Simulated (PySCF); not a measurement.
CH10OSi4, SMILES [SiH3][Si@@H]1[SiH2]CO[SiH2]1.

Geometry: PBE0-D3(BJ)/def2-SVP. The structure was generated by enumeration; whether it is a known compound was not checked. One conformer was computed; it need not be the lowest.

These are SMD-PBE0/6-31G* in PySCF values and carry that method's errors.

Solvation free energies are E(SMD) − E(gas) at the gas-phase geometry, for 1 M in both phases. In vacuum the dipole moment is 1.00 D.

Computed solvation free energies in water, tetrahydrofuran, ethylethanoate:
```
solvent          ΔG(solv) (kcal/mol)  its non-electrostatic (CDS) part  dipole (D)
---------------  -------------------  --------------------------------  ----------
water                            2.0                               5.1        1.49
tetrahydrofuran                 -1.8                              -0.2        1.27
ethylethanoate                  -2.0                              -0.6        1.25
```
